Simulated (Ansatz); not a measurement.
Conformers of CH$_{4}$F$_{2}$GeOSe (`C[O][Ge]([F])([F])[SeH]`), each relaxed with PBE0-D4/def2-TZVP in Ansatz. CBS adds the triple-zeta coupled-cluster correction to the MP2 limit.

Outer-core shells of Ge, Se are correlated without core-valence functions. Scalar relativity is left out up to krypton. Spin–orbit coupling is left out.

Not all of them had a frequency check.

Conformer A:

Cartesian coordinates in Å:
```
C 0.586 -1.549 0.821
O 0.855 -0.197 0.470
Ge -0.322 0.735 -0.407
F -1.799 0.811 0.477
F -0.803 -0.126 -1.821
Se 0.576 2.809 -0.848
H -0.271 -1.622 1.496
H 1.472 -1.926 1.334
H 0.401 -2.163 -0.064
H -0.695 3.229 -1.457
```

Conformer B:

```xyz
10

C    -0.942   -0.835   -1.157
O    -1.183   -0.156    0.066
Ge    0.098    0.707    0.866
F     0.665    2.001   -0.121
F    -0.671    1.460    2.197
Se    1.908   -0.609    1.467
H    -0.782   -0.129   -1.977
H    -1.829   -1.431   -1.373
H    -0.078   -1.504   -1.091
H     2.814    0.496    1.124
```

(1) Which is lowest in electronic energy at CCSD(T)/CBS (frozen core, def2 sets), and by how much? (Best estimate.)

(2) Give the energies relative to A (kJ/mol) with ωB97M-V/def2-TZVPP, PBE/def2-TZVPP, r2SCAN/def2-TZVPP, MP2/def2-TZVPP, CCSD(T)/def2-TZVPP, HF/def2-QZVPP, MP2/def2-QZVPP. (Estimate.)

Results:

(1) The calculation gave: A; B lies 3.0 kJ/mol higher.

(2) Computed: 
| level | B |
| --- | --- |
| ωB97M-V/def2-TZVPP | 3.3 |
| PBE/def2-TZVPP | 2.5 |
| r2SCAN/def2-TZVPP | 2.4 |
| MP2/def2-TZVPP | 2.8 |
| CCSD(T)/def2-TZVPP | 2.9 |
| HF/def2-QZVPP | 5.1 |
| MP2/def2-QZVPP | 2.9 |
